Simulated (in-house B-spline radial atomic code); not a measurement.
Configurations of Ni⁵⁺, with energies counted from [Ar] 3d5. Computed with a radial B-spline atomic code at the basis-set limit: scalar-relativistic (X2C) TPSSh, spin-polarised, spherical fractional occupations, exact exchange averaged over the configuration, Fermi nucleus of rms radius 3.7757 fm. Shells without spins written out take the highest spin.

Occupations are held fixed; configurations that lie above the ionisation limit could autoionise.

```
       configuration  E - E(ref) (eV)  highest orbital  its <r> (bohr)
        [Ar] 3d4 4s1           36.368            4s up           1.773
        [Ar] 3d4 4p1           47.314            4p up           1.939
    [Ne] 3s2 3p5 3d6           65.788          3d down          0.8084
[Ne] 3s2 3p5 3d5 4f1           133.61            4f up           2.795
```

Question: Order these further configurations by energy, lowest first.
A. [Ar] 3d4 4f1
B. [Ne] 3s2 3p5 3d5 4p1
C. [Ne] 3s2 3p5 3d5 4d1
D. [Ne] 3s2 3p5 3d5 4s1

Answer: A (75.823 eV), D (93.889 eV), B (104.9 eV), C (121 eV).
